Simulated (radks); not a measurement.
Problem. Species: Dy3+. Configuration: [Xe] 4f9. Calculated with a radial shooting solver on a logarithmic mesh with Libxc functionals: non-relativistic Kohn-Sham, PBE, spin-polarised, spherical densities, point nucleus; open shells are filled with parallel spins first (spin-orbit coupling, left out, can overturn this in heavy ions); relativity is left out, which matters for an element this heavy. Some entries of the table are withheld. Estimate them.

orbital,occ.,eigenvalue (eV),<r> (bohr),<r^2> (bohr^2)
1s down,1,-50231.71,0.02298,0.0007057
1s up,1,-50231.71,0.02298,0.0007057
2s up,1,-8075.151,0.09766,0.01118
2s down,1,-8075.071,0.09765,0.01118
2p up,3,-7696.788,0.08277,0.008307
2p down,3,-7696.743,0.08277,0.008307
3s up,1,-1813.297,0.2512,0.07193
3s down,1,-1810.693,0.2511,0.07182
3p up,3,-1643.355,0.2410,0.06716
3p down,3,-1640.990,0.2408,0.06705
3d up,5,-1326.632,0.2133,0.05334
3d down,5,-1324.938,0.2131,0.05322
4s up,1,-377.8274,0.5653,0.3603
4s down,1,-373.2246,0.5656,0.3606
4p up,3,-310.4734,0.5775,0.3790
4p down,3,-305.8904,0.5779,0.3796
4d up,5,-189.8685,0.6082,(1)
4d down,5,-185.3277,0.6094,(2)
5s up,1,-71.4463,1.358,(3)
5s down,1,-69.6563,1.374,(4)
5p up,3,-52.8092,1.508,2.567
5p down,3,-51.4103,1.530,2.643
4f up,7,-40.8184,0.7653,0.7467
4f down,2,-36.6836,0.7872,0.8007

Solution. 
(1) 4d up <r^2> (bohr^2): 0.4287
(2) 4d down <r^2> (bohr^2): 0.4305
(3) 5s up <r^2> (bohr^2): 2.068
(4) 5s down <r^2> (bohr^2): 2.118
